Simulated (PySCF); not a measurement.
Ar(2+) (argon, charge +2): r2SCAN calculation

Configuration: [Ne] 3s2 3p3 3d1, high-spin 5D determinant (an excited configuration). Computed with PySCF 2.14 in dyall-acv3z (19s12p6d4f, 113 functions), with the non-relativistic Hamiltonian (point nucleus).

```json
{
  "Total energy": "-525.2740 hartree",
  "One-electron energy": "-707.7064 hartree",
  "Hartree (Coulomb) energy": "212.4928 hartree",
  "Exchange-correlation energy": "-30.0604 hartree",
  "Kinetic energy": "524.74833 hartree",
  "⟨S²⟩": "6.0009",
  "⟨L²⟩": "6.009",
  "Sum of ⟨r⟩": "12.07 bohr",
  "Sum of ⟨r²⟩": "16.80 bohr²",
  "Traceless quadrupole moment −½Σ⟨3z² − r²⟩ along its main axis": "1.10 e·bohr²",
  "Density at the nucleus (Gaussians lack the cusp)": "3830 bohr⁻³",
  "Spin density at the nucleus": "0.159 bohr⁻³",
  "Langevin diamagnetic susceptibility": "-13.3 ×10⁻⁶ cm³/mol",
  "Time after the integrals": "of the order of 6 core-seconds"
}
```

```csv
shell,electrons,mean orbital energy (eV),spread (eV),"rms radius, mean of both spins (bohr)"
1s α,1,-3157.1,0,0.0999
1s β,1,-3156.1,0,0.0999
2s α,1,-333.14,0,0.451
2s β,1,-332.39,0,0.451
2p α,3,-266.44,0.207,0.419
2p β,3,-265.15,0.397,0.419
3s α,1,-55.212,0,1.43
3s β,1,-48.476,0,1.43
3p α,3,-39.386,0.252,1.55
3d α,1,-17.667,0,2.00
```

The outer electron is Rydberg-like, and this basis confines it to a smaller radius and binds it less than a complete one would.
